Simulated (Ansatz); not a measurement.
`CB[SiH2][SiH2][AlH2]` + H₂S → `CBS` + `[AlH2][SiH2][SiH3]` at 500 K and 1 bar (cleavage of the B–Si bond).

Isolated molecules relaxed with PBE0-D4/def2-TZVP in Ansatz; ΔE leaves out vibrations. CCSD(T)/CBS is the MP2 limit (def2-TZVPP, def2-QZVPP) plus CCSD(T) − MP2 in def2-TZVPP, frozen cores. This one scheme is used for every species. One conformer a species, not always the lowest.

| species | CCSD(T)/CBS energy (Eh) | H − E (kJ/mol) | S (J/(mol·K)) |
| --- | --- | --- | --- |
| `CB[SiH2][SiH2][AlH2]` | -888.99512 | 321.7 | 514.6 |
| H₂S | -398.97279 | 57.0 | 224.0 |
| `CBS` | -463.66090 | 187.2 | 329.8 |
| `[AlH2][SiH2][SiH3]` | -824.34741 | 193.2 | 429.4 |

H − E and S are ideal-gas, rigid-rotor, harmonic terms from PBE0-D4/def2-TZVP, for one conformer and one mirror image of each species. 1 Eh = 2625.50 kJ/mol, R = 8.31446 J/(mol·K).

Task: By hand: ΔE, ΔH, ΔS and ΔG.

Result: ΔE = (-463.66090) + (-824.34741) − (-888.99512) − (-398.97279) = -0.04040 Eh = -106.1 kJ/mol. Δ(H − E) = 187.2 + 193.2 − 321.7 − 57.0 = 1.7, so ΔH = -104.4 kJ/mol. ΔS = 329.8 + 429.4 − 514.6 − 224.0 = 20.6 J/(mol·K). ΔG = -104.4 − 500 × (20.6)/1000 = -114.7 kJ/mol.

Task: By hand: the equilibrium constant, and the temperature at which ΔG would vanish if ΔH and ΔS stayed fixed.

Result: log₁₀ K = −ΔG/(RT ln 10) = 12.0. ΔH and −TΔS have one sign here, so there is no such temperature.

ΔH outweighs TΔS. A doubt of 5 kJ/mol in ΔE shifts log₁₀ K by 0.5 here. Other conformers and mirror images would add mixing entropy, several J/(mol·K) or more a flexible species. Modes under 60 cm⁻¹, often nearly free rotors, make the harmonic entropy too high. These are equilibria of isolated gas molecules and say nothing of rates. Largest T1 diagnostic: 0.014 (customary marks: 0.02 for closed shells, 0.045 for open ones).
